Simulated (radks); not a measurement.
Initial-state core-level shifts of the silver ion Ag+ when its valence configuration changes from [Kr] 4d10. Method: scalar-relativistic Kohn-Sham, LDA (Slater exchange, Perdew-Wang correlation), spin-polarised, spherical densities, finite nucleus; open shells are filled with parallel spins first (spin-orbit coupling, left out, can overturn this in heavy ions); Fermi nuclear charge, rms radius 4.5454 fm; computed with a radial shooting solver on a logarithmic mesh with Libxc functionals. Shifts are changes of the shell-averaged eigenvalues in eV (positive: less bound); the change of the density at the nucleus, which sets a Mossbauer isomer shift, is in e/bohr^3, on a base of 1.487e+05.

valence               1s       2s       3d       4p  density at nucleus
4d9 5p1           -6.126   -6.341   -6.293   -5.744               +2.78
4d8 5s2           -9.747  -10.305  -10.123   -8.763              +63.22
4d6 5s2 5p2      -23.625  -24.938  -24.386  -20.688              +90.38
4d8.5 5p1.5       -9.255   -9.606   -9.515   -8.596               +4.58
4d8 5p2          -12.442  -12.948  -12.802  -11.446               +6.65
4d9 5s1           -4.610   -4.865   -4.798   -4.221              +28.49
4d9.5 5p0.5       -3.047   -3.145   -3.127   -2.883               +1.25
4d8 5s1.5 5p0.5  -10.438  -10.985  -10.810   -9.448              +50.10
